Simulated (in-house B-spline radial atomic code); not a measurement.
How numerical settings move a run on Sr II (Sr+), [Kr] 5s1. Computed with an all-electron radial atomic-structure program (B-spline basis): scalar-relativistic (X2C) BLYP, spherical fractional occupations, Fermi nucleus of rms radius 4.224 fm.

Command:
```bash
python run_scf.py task.json out
```
Settings of the sound reference run:
```
Z                38
electrons        37
configuration    [Kr] 5s1
hamiltonian      x2c
method           b88,lyp
spin_polarised   False
nucleus          fermi
rms_radius       4.224
mass_number      88
atomic_mass      87.90561
speed_of_light   137.036
knot_spacing     0.22
spline_order     8
gauss_points     12
box_radius       35.29
max_iterations   70
damping          0.5
damped_steps     3
diis_vectors     10
tolerance        1e-08
start            Thomas-Fermi
```

Time taken, with all properties: 0.28 s on 1 thread of Intel(R) Xeon(R) 6975P-C (shared host).

It converges in 9 iterations to -3179.184291 hartree, with 5s at -8.36612 eV. The other runs change the listed settings, some to values that make no sense; their results aren't properties of the atom or ion. Radii are in bohr (the nuclear one in fm), a minus after a letter asks for a j subshell, and «unchanged» means within 1e-8 hartree. The run stops when the residual is below 10 × tolerance × max(1, Z/10), or a noise floor if that is larger, and the energy moves by less than 1e-8 × √|E| hartree; so very loose and very tight tolerances often act alike.

| changed settings | outcome |
| --- | --- |
| damping = 0 | converged in 10 iterations, energy unchanged, 5s level -2.8e-06 eV |
| damping = 0.2 | converged in 10 iterations, energy unchanged, 5s level -2.7e-06 eV |
| gauss_points = 4 | converged in 9 iterations, energy +1.27e-07 hartree from the reference, 5s level -2.9e-07 eV |
| first_knot = 0.000263, max_iterations = 75, start = bare nucleus | converged in 11 iterations, energy -1.79e-04 hartree from the reference, 5s level -4.3e-07 eV |
| tolerance = 1e-06 | converged in 8 iterations, energy unchanged, 5s level -9.4e-06 eV |
| gauss_points = 3 | not converged after 70 iterations, last residual 4.2e+03, last energy +2.41e+05 hartree from the reference |
| damping = 0.8 | converged in 9 iterations, energy unchanged, 5s level -5.9e-06 eV |
| knot_spacing = 0.3, max_iterations = 50, damping = 0.2, start = bare nucleus | converged in 11 iterations, energy +1.55e-05 hartree from the reference, 5s level -1.5e-06 eV |
| knot_spacing = 0.75, spline_order = 4, max_iterations = 5, diis_vectors = 1 | not converged after 5 iterations, last residual 5.0e-03, last energy +6.44e+00 hartree from the reference |
| spline_order = 6, max_iterations = 50, damping = 0.95, tolerance = 1e-06 | converged in 10 iterations, energy +1.23e-06 hartree from the reference, 5s level +3.2e-06 eV |
| spline_order = 10, first_knot = 0.00789, max_iterations = 100, start = bare nucleus | converged in 11 iterations, energy -5.85e-03 hartree from the reference, 5s level -1.4e-05 eV |
| gauss_points = 6 | converged in 9 iterations, energy -1.02e-07 hartree from the reference |
| damping = 0.95 | converged in 10 iterations, energy unchanged |

(1) What happens with tolerance = 1e-13?

(2) What happens with gauss_points = 8?

(3) What happens with hamiltonian = dirac, method = hf, speed_of_light = 41.80968?

(4) What happens with gauss_points = 16?

## Answers

(1) Converged in 9 iterations, energy unchanged.

(2) Converged in 9 iterations, energy +1.68e-08 hartree from the reference.

(3) Converged in 10 iterations to -4041.4562 hartree, a different physical problem.

(4) Converged in 9 iterations, energy -6.73e-08 hartree from the reference.
